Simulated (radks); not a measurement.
Values are calculated unless marked as measured or tabulated.
Question: The lutetium ion Lu+, [Xe] 4f14 6s2. Level of theory: non-relativistic Kohn-Sham, r2SCAN, spin-polarised, spherical densities, point nucleus; meta-GGA in the generalised Kohn-Sham scheme (a radial shooting solver on a logarithmic mesh with Libxc functionals). Every spin shell is full or empty, so the densities are truly spherical. Functionals are evaluated on that one density, not self-consistently. Rank these orbital-free kinetic functionals by their error against the exact value of the orbitals, and give that value: Thomas-Fermi, von Weizsacker, TF + vW, TF + vW/9, TF + vW/5, LC94, APBEK, revAPBEK, Perdew 92, Thakkar, Pearson, PG1, DePristo-Kress, Ernzerhof.

Answer: Exact: 13852.0 hartree. From best to worst, with 100 (|E| - |E exact|)/|E exact| (equal figures are ties): APBEK 0.00, LC94 -0.04, revAPBEK +0.14, DePristo-Kress -0.24, Ernzerhof -0.53, Perdew 92 -0.74, TF + vW/9 -0.75, Thakkar -0.79, Pearson -0.92, TF + vW/5 +2.53, Thomas-Fermi -4.85, PG1 +12.97, TF + vW +32.07, von Weizsacker -63.08.
